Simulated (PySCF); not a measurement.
C₂H₆F₂Si, SMILES C[Si](C)(F)F.

Geometry: PBE-D3(BJ)/def2-SVP.

Computed with PBE-D3(BJ)/def2-SVP (PySCF 2.14.0).

Frequencies are harmonic and unscaled.

**Question.** Give all harmonic wavenumbers and intensities. (Estimate from the structure and the level; the computed values follow.)

**Answer.** 
```json
[
 {"mode": "1", "ν (cm⁻¹)": "123", "IR (km/mol)": "0.0", "moving atoms (share of kinetic energy)": "H 99 %"},
 {"mode": "2", "ν (cm⁻¹)": "138", "IR (km/mol)": "0.0", "moving atoms (share of kinetic energy)": "H 97 %"},
 {"mode": "3", "ν (cm⁻¹)": "184", "IR (km/mol)": "0.6", "moving atoms (share of kinetic energy)": "C 44 %, H 34 %, F 19 %"},
 {"mode": "4", "ν (cm⁻¹)": "195", "IR (km/mol)": "0.0", "moving atoms (share of kinetic energy)": "F 56 %, C 24 %, H 20 %"},
 {"mode": "5", "ν (cm⁻¹)": "235", "IR (km/mol)": "1.1", "moving atoms (share of kinetic energy)": "F 32 %, H 31 %, Si 20 %, C 18 %"},
 {"mode": "6", "ν (cm⁻¹)": "301", "IR (km/mol)": "31.8", "moving atoms (share of kinetic energy)": "F 38 %, C 22 %, Si 21 %, H 19 %"},
 {"mode": "7", "ν (cm⁻¹)": "307", "IR (km/mol)": "16.7", "moving atoms (share of kinetic energy)": "F 69 %, Si 18 %"},
 {"mode": "8", "ν (cm⁻¹)": "623", "IR (km/mol)": "0.0", "moving atoms (share of kinetic energy)": "C 58 %, F 20 %, H 19 %"},
 {"mode": "9", "ν (cm⁻¹)": "673", "IR (km/mol)": "0.9", "moving atoms (share of kinetic energy)": "H 64 %, C 31 %"},
 {"mode": "10", "ν (cm⁻¹)": "719", "IR (km/mol)": "0.0", "moving atoms (share of kinetic energy)": "H 77 %, C 22 %"},
 {"mode": "11", "ν (cm⁻¹)": "762", "IR (km/mol)": "2.1", "moving atoms (share of kinetic energy)": "H 58 %, F 22 %, C 20 %"},
 {"mode": "12", "ν (cm⁻¹)": "777", "IR (km/mol)": "0.6", "moving atoms (share of kinetic energy)": "H 52 %, F 25 %, C 20 %"},
 {"mode": "13", "ν (cm⁻¹)": "803", "IR (km/mol)": "178.5", "moving atoms (share of kinetic energy)": "Si 45 %, H 29 %, C 25 %"},
 {"mode": "14", "ν (cm⁻¹)": "890", "IR (km/mol)": "180.9", "moving atoms (share of kinetic energy)": "Si 43 %, F 28 %, H 20 %, C 9 %"},
 {"mode": "15", "ν (cm⁻¹)": "935", "IR (km/mol)": "181.6", "moving atoms (share of kinetic energy)": "Si 50 %, F 36 %, H 10 %"},
 {"mode": "16", "ν (cm⁻¹)": "1229", "IR (km/mol)": "56.8", "moving atoms (share of kinetic energy)": "H 75 %, C 24 %"},
 {"mode": "17", "ν (cm⁻¹)": "1230", "IR (km/mol)": "31.5", "moving atoms (share of kinetic energy)": "H 78 %, C 22 %"},
 {"mode": "18", "ν (cm⁻¹)": "1372", "IR (km/mol)": "0.0", "moving atoms (share of kinetic energy)": "H 96 %"},
 {"mode": "19", "ν (cm⁻¹)": "1375", "IR (km/mol)": "0.9", "moving atoms (share of kinetic energy)": "H 96 %"},
 {"mode": "20", "ν (cm⁻¹)": "1383", "IR (km/mol)": "3.1", "moving atoms (share of kinetic energy)": "H 96 %"},
 {"mode": "21", "ν (cm⁻¹)": "1385", "IR (km/mol)": "10.7", "moving atoms (share of kinetic energy)": "H 96 %"},
 {"mode": "22", "ν (cm⁻¹)": "2982", "IR (km/mol)": "0.0", "moving atoms (share of kinetic energy)": "H 97 %"},
 {"mode": "23", "ν (cm⁻¹)": "2983", "IR (km/mol)": "0.3", "moving atoms (share of kinetic energy)": "H 97 %"},
 {"mode": "24", "ν (cm⁻¹)": "3081", "IR (km/mol)": "0.0", "moving atoms (share of kinetic energy)": "H 91 %, C 9 %"},
 {"mode": "25", "ν (cm⁻¹)": "3083", "IR (km/mol)": "3.6", "moving atoms (share of kinetic energy)": "H 91 %, C 9 %"},
 {"mode": "26", "ν (cm⁻¹)": "3087", "IR (km/mol)": "1.5", "moving atoms (share of kinetic energy)": "H 91 %, C 9 %"},
 {"mode": "27", "ν (cm⁻¹)": "3087", "IR (km/mol)": "0.5", "moving atoms (share of kinetic energy)": "H 91 %, C 9 %"}
]
```
